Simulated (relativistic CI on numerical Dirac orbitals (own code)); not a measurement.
**Hyperfine structure of Al⁸⁺, mass number 27**

Computed by Dirac-Coulomb-Breit CI, KLI orbitals optimised for each configuration, QED by a radiative potential, unscaled Slater integrals (own radial code, finite nucleus).

CI space (outside the closed core 1s2): 2s²2p, 2s2p², 2p³, 2p²3s, 2s²3s, 2p²3p, 2s²3p, 2p²3d, 2s²3d, 2s2p3s, 2s2p3p, 2s2p3d, 2s²4s, 2s²4p, 2s²4d, 2s²4f. Levels of other configurations are missing.

Nuclear spin I = 5/2, μ = 3.6407 μN, Q = 0.1466 b (tables of Stone and Pyykkö). The electronic factors are computed for point nuclear moments, without core polarisation or the Bohr-Weisskopf and QED corrections.

| Level | E (cm⁻¹) | A (MHz) | B (MHz) |
| --- | --- | --- | --- |
| 2s²2p ²P°1/2 | 0 | 20630 |  |
| 2s²2p ²P°3/2 | 4848 | 4338 | 741 |
| 2s2p² ⁴P1/2 | 141426 | 37310 |  |
| 2s2p² ⁴P3/2 | 143121 | 17560 | 606 |
| 2s2p² ⁴P5/2 | 145579 | 18260 | -762 |
| 2s2p² ²D5/2 | 264273 | 20390 | 1500 |
| 2s2p² ²D3/2 | 264318 | -5145 | 1050 |
| 2s2p² ²S1/2 | 339050 | 70960 |  |

Levels with J = 0, under 50 % of one LS term, or S terms without an open s electron are left out. Small factors come from cancelling terms and can be off by tens of per cent or more.

At this charge configurations can still be misplaced by up to about 7 % of their energy.

Give the hyperfine levels of 2s²2p ²P°1/2 relative to its centre of gravity.

With K = F(F + 1) − I(I + 1) − J(J + 1), E = AK/2: F = 2: -36100, F = 3: 25780 MHz.

LS names give the leading component of a level, which can be under half, so a name can repeat, a term be missing and a line seem to break the LS rules.
